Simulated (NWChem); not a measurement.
System: BHSeF2; SMILES FB(F)[SeH]

```xyz
5

B      0.0047    -0.9491     0.0000
F      1.1359    -1.6238     0.0000
F     -1.1272    -1.6234     0.0000
Se     0.0601     0.9899     0.0000
H     -1.4037     1.1153     0.0000
```
Atoms are numbered in this order, from 1.

All runs: NWChem. Pople sets run with spherical d functions. Coordinates come from a PBE0/def2-SVP optimisation. GIAO values for the isolated, static molecule; σ is the absolute isotropic shielding, δ = σ(reference) − σ with the isolated reference molecule computed at the same levels (11B: boron trifluoride, 19F: trichlorofluoromethane, 1H: tetramethylsilane). Spin-orbit effects, on the heavy nuclei and on their neighbours, are missing.

For level B3LYP/6-31G*:

```yaml
"δ B1 (ppm)": 22.1
"δ F2 (ppm)": -50.6
"δ F3 (ppm)": -42.0
"σ Se4 (ppm)": 2107.9
"δ H5 (ppm)": 1.18
```

Question: Estimate the same quantities for level PBE0/pcSseg-1.

Answer: 
| Quantity | Result |
|---|---|
| δ B1 (ppm) | 20.7 |
| δ F2 (ppm) | -52.5 |
| δ F3 (ppm) | -45.6 |
| σ Se4 (ppm) | 2043.3 |
| δ H5 (ppm) | 1.73 |
